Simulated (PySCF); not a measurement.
Exercise with solution: chemical shift, span and skew from a shielding tensor

HSSi, SMILES [Si]=[SH+] (connectivity only; charge and spin as stated), charge +1, multiplicity 1. Atoms are numbered in the order given.

```xyz
3

Si     0.0007     1.1317     0.0000
S     -0.0808    -0.9310     0.0000
H      1.2822    -0.9475     0.0000
```
Charge +1, spin multiplicity 1.

Coordinates come from a B3LYP-D3(BJ)/def2-TZVP optimisation. The isomer is the one that the SMILES or the coordinates give; other isomers of the formula were not compared.

GIAO shieldings from PySCF with B3LYP/pcSseg-2, non-relativistic, no solvent. The symmetric part of the tensor of Si1 has the principal values -758.0, -629.9, 676.0 ppm. The same nucleus in TMS has σ = 325.2 ppm at this level (PySCF, at its B3LYP-D3(BJ)/def2-TZVP geometry).

**Question.** Work out the isotropic shielding, the ²⁹Si shift against TMS, the span and the skew.

**Answer.** 
σ(iso) = (σ11 + σ22 + σ33)/3 = -237.3 ppm. δ = σ(ref) − σ(iso) = 325.2 − (-237.3) = 562.5 ppm.
Span Ω = σ33 − σ11 = 1434.0 ppm. Skew κ = 3(σ(iso) − σ22)/Ω = 0.82. Tumbling in solution averages the tensor to δ; in a static solid the shielding alone would spread this spin-1/2 line over Ω.
